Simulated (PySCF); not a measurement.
ReOCl4 (doublet state).
Geometry (PBE0-D3(BJ)/def2-SVP, Å), atoms numbered from 1 in this order:
```
atom  x, y, z in Å
Re1    0.0001   -0.0003    0.1500
O2     0.0007   -0.0036    1.8014
Cl3    2.1939    0.0017   -0.4858
Cl4   -0.0011    2.1931   -0.4863
Cl5   -2.1944   -0.0001   -0.4838
Cl6    0.0007   -2.1908   -0.4955
```

Computed, not measured: PySCF, PBE0-D3(BJ)/def2-SVP geometry optimisation, gas phase, def2 core potentials past Kr.

Which atoms are bound to Re1, and at what distances?

5 atoms: O2 1.651 Å, Cl6 2.284 Å, Cl4 2.284 Å, Cl3 2.284 Å, Cl5 2.284 Å.

List the angles at Re1.

```
      angle  degrees  distance of the outer atoms (Å)
Cl3–Re1–Cl5    147.7                             4.39
Cl4–Re1–Cl6    147.4                             4.38
 O2–Re1–Cl6    106.3                             3.17
 O2–Re1–Cl4    106.3                             3.17
 O2–Re1–Cl3    106.1                             3.17
 O2–Re1–Cl5    106.1                             3.17
Cl4–Re1–Cl5     85.5                             3.10
Cl3–Re1–Cl4     85.5                             3.10
Cl5–Re1–Cl6     85.5                             3.10
Cl3–Re1–Cl6     85.5                             3.10
```

What is the shape at Re1?

Square pyramidal: τ5 = (β − α)/60° = 0.01 from the two widest angles, 147.7° and 147.4° (0 for a square pyramid, 1 for a trigonal bipyramid).

What are the rotational constants (commonest isotopes, rigid rotor)?

A = 1189, B = 1187, C = 751.2 MHz: an oblate symmetric top.

Point group: C4v (tolerance 0.08 Å). Charge 0, doublet. ⟨S²⟩ = 0.756 (exact for a doublet: 0.75). No frequency check.

Caution for open-shell metal species: one SCF solution and one stationary point were followed, and a lower state or a bent or distorted shape isn't ruled out.
